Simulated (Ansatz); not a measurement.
C2H5O, doublet, at a GFN2-xTB geometry. Base run: R2SCAN/3-21G in Ansatz (a quantum-chemistry and plane-wave program).

Geometry (Å):
```xyz
8

C      1.1931    -0.3693    -0.0155
C     -0.0093     0.4805    -0.1555
O     -1.2058    -0.0862     0.2249
H     -1.9301     0.5180     0.0390
H     -0.0390     1.2811    -0.8778
H      2.0770     0.2488     0.1348
H      1.0653    -1.0351     0.8346
H      1.3708    -0.9902    -0.9034
```
Charge 0, spin multiplicity 2.
Orbitals are unrestricted.
All else is at Ansatz's defaults.
Base energy -153.43152 Eh.

Each row names what was changed in the base input (with any setting that the change needs).

```tsv
change	ΔE vs base (mEh)
base	0.000
final_grid = 4, 8, 17	-1.428
final_grid = 10, 20, 41	0.010
lower_state_search = off	0.000
final_grid = 6, 12, 29	0.228
accuracy = high	0.022
lower_state_search = light	0.000
point_charge = charge:-1.0 position_ang:-1.8793, -2.128, -4.4246	-0.080
nuclear_model = gaussian	0.015
forces = on	0.000
fitting.mean_field = def2-universal-JKFIT	-0.144
```
